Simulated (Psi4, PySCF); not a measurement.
Intermolecular potential of BF3 ··· CH3Br (SMILES FB(F)F and CBr). Monomers: optimised at B3LYP-D3(BJ) (def2-TZVP), held rigid. Orientation: a higher rigid-body minimum at GFN2-xTB. R is the distance of the centres of mass, along which the second monomer moves.

Geometry at R = 3.27 Å (first 4 atoms: monomer A):
```
9

F      1.1869    -0.5636     0.0674
B      0.0001     0.0000    -0.0011
F     -1.0817    -0.7475    -0.0358
F     -0.1053     1.3111    -0.0305
C      2.1317     1.7543    -2.0919
Br     0.9314     0.6105    -3.1324
H      1.5458     2.5815    -1.7072
H      2.9131     2.1027    -2.7579
H      2.5407     1.1547    -1.2864
```

RHF/STO-3G = restricted Hartree-Fock/STO-3G, no counterpoise correction (PySCF); RKS-B3LYP/LANL2DZ = restricted B3LYP/LANL2DZ, with its core potentials past Ne, no counterpoise correction in PySCF 2.14.0; SAPT0/jun-cc-pVDZ, frozen core (Psi4).

Interaction energies in kJ/mol:

```tsv
R / Å	RHF/STO-3G	RKS-B3LYP/LANL2DZ
2.68	27.31	36.26
2.88	5.57	8.37
3.05	-1.78	-3.10
3.27	-4.49	-9.17
3.48	-4.33	-10.43
3.67	-3.59	-9.89
3.97	-2.48	-7.93
4.28	-1.71	-5.79
4.81	-1.01	-3.14
5.49	-0.58	-1.45
6.44	-0.29	-0.60
7.74	-0.13	-0.25
```

Question: Estimate the SAPT0/jun-cc-pVDZ values at these points.

Answer: 2.68: 33.81; 2.88: 8.86; 3.05: -1.55; 3.27: -7.22; 3.48: -8.55; 3.67: -8.25; 3.97: -6.78; 4.28: -5.14; 4.81: -3.07; 5.49: -1.63; 6.44: -0.76; 7.74: -0.32 (kJ/mol).
